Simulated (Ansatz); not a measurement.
```yaml
crystal:
  periodic: [true, true, true]
  atoms:
    - {symbol: O, position_ang: [-0.425186, 1.485821, -0.613779]}
    - {symbol: C, position_ang: [0.418911, 0.866492, 0.316101]}
    - {symbol: In, position_ang: [0.386959, -1.291554, 0.077051]}
    - {symbol: Br, position_ang: [-1.931783, -1.606462, -0.869783]}
    - {symbol: H, position_ang: [-1.244549, 0.980161, -0.688604]}
    - {symbol: H, position_ang: [0.141165, 1.091327, 1.354860]}
    - {symbol: H, position_ang: [1.431411, 1.240462, 0.155784]}
    - {symbol: H, position_ang: [1.223062, -2.766246, 0.268371]}
basis:
  gaussian: {orbitals: ANO-RCC-VTZP, point_charges: [{charge: 0.50, position_ang: [4.744, 0.629, 0.275]}]}
hamiltonian: {xc: {name: revPBE0}, dispersion: d3bj}
```

```sh
$ ansatz run in.yaml --threads 4 --pin off --events-out ev --progress --plain --max-ram 10444MiB
```

It prints (some lines left out):

```
Error: YAML parse error: error: line 2 column 3: crystal: missing field `lattice` (a structure is typed as `lattice` and `atoms`, a molecule's as `atoms` in Å alone, or read from a run's directory, `checkpoint`)
 --> <input>:2:3
1 | crystal:
2 |   periodic: [true, true, true]
3 |   atoms:
4 |     - {symbol: O, position_ang: [-0.425186, 1.485821, -0.613779]}
```

**Question.** What is wrong with this run?

**Answer.** The molecule is marked periodic without a cell. The program refused the input.
